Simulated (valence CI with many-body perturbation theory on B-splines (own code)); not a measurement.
## Which ion has this spectrum?

A relativistic CI+MBPT calculation for an atom or ion with 15 electrons gives these levels (eV):

| J | Parity | E | g |
| --- | --- | --- | --- |
| 3/2 | odd | 0.00 | 1.34 |
| 3/2 | even | 237.69 | 0.78 |
| 5/2 | even | 343.52 | 1.19 |
| 3/2 | odd | 389.46 | 1.45 |
| 5/2 | odd | 401.59 | 1.19 |
| 1/2 | odd | 417.52 | 0.65 |
| 5/2 | even | 571.54 | 1.45 |
| 3/2 | even | 601.96 | 1.14 |
| 1/2 | even | 604.33 | 2.03 |
| 5/2 | even | 624.37 | 0.96 |
| 1/2 | even | 627.85 | 0.22 |
| 3/2 | even | 628.21 | 0.90 |
| 7/2 | even | 637.08 | 1.02 |
| 5/2 | even | 667.95 | 1.15 |

The energies are calculated, and their last digits are not significant.

Question: Which is it?
A. W59+
B. Os61+
C. Au64+
D. Ir62+

Answer: B. Os61+, ground level (3s^2 3p1/2^2 3p3/2) J=3/2.
